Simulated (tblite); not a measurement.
Species: C7H6N (doublet state).
SMILES: `[H]/N=[C]/C1=CC(=C)C=C1`

Level: GFN2-xTB in tblite, geometry and Hessian alike; calculated harmonic values, unscaled, isolated species. Errors from tens to a few hundred cm⁻¹ against measured bands are possible. Open shells enter through the occupations alone, without spin polarisation, and single modes of such species can be off by tens of per cent.

Harmonic wavenumbers (cm⁻¹): 111.9, 118.5, 239.2, 332.6, 353.5, 503.9, 515.7, 527.9, 574.8, 598.5, 639.8, 676.3, 688.7, 776.7, 813.4, 845.6, 903.2, 924.5, 936.3, 975.5, 1083.8, 1155.6, 1214.7, 1263.2, 1324.6, 1398.9, 1410.6, 1552.6, 1580.8, 2152.8, 3113.1, 3130.8, 3144.3, 3146.8, 3154.9, 3364.5.

A = 6611, B = 1307, C = 1094 MHz; mass 104.050 u (most abundant isotopes); point group C1, symmetry number 1; spin multiplicity 2.

Question: What is the zero-point energy?

Answer: Half the sum of the wavenumbers: 22624 cm⁻¹ = 64.69 kcal/mol.

Question: Give the ideal-gas entropy at 500 K and 1 bar in the rigid-rotor, harmonic-oscillator model (classical rotation).

Answer: Translation 42.43, rotation 29.46, vibration 31.01, spin (R ln 2) 1.38: S = 104.3 cal/(mol K).

Question: And Cp and H(500 K) − H(0)?

Answer: Cp = 44.69 cal/(mol K), of which vibrations give 36.74 (their classical limit is 36 R = 71.5); H(500 K) − H(0) = 12.89 kcal/mol without the zero-point energy, 8.92 from vibrations.

Question: What must be added to the electronic energy to get the Gibbs energy at 500 K and 1 bar?

Answer: ZPE + [H(500 K) − H(0)] − T·S = 64.69 + 12.89 − 52.14 = 25.44 kcal/mol.

Question: Which modes carry the vibrational entropy at 500 K?

Answer: 111.9 cm⁻¹: 4.25; 118.5 cm⁻¹: 4.13; 239.2 cm⁻¹: 2.77; 332.6 cm⁻¹: 2.15; 353.5 cm⁻¹: 2.04; 503.9 cm⁻¹: 1.41 cal/(mol K); the other 30 give 14.26 together.

Question: Blend soft modes into free rotors: weight 1/[1 + (100 cm⁻¹/ν̃)⁴] for the oscillator and the rest for a rotor with moment μB/(μ + B), μ = h/(8π²ν), B = 10⁻⁴⁴ kg m². What vibrational entropy results?

Answer: 30.31 cal/(mol K) in place of 31.01, which changes −T·S at 500 K by +0.35 kcal/mol.

Hindered rotation and anharmonicity are outside this model. The structure is chiral; the term R ln 2 for an equal mix with its mirror image is left out.
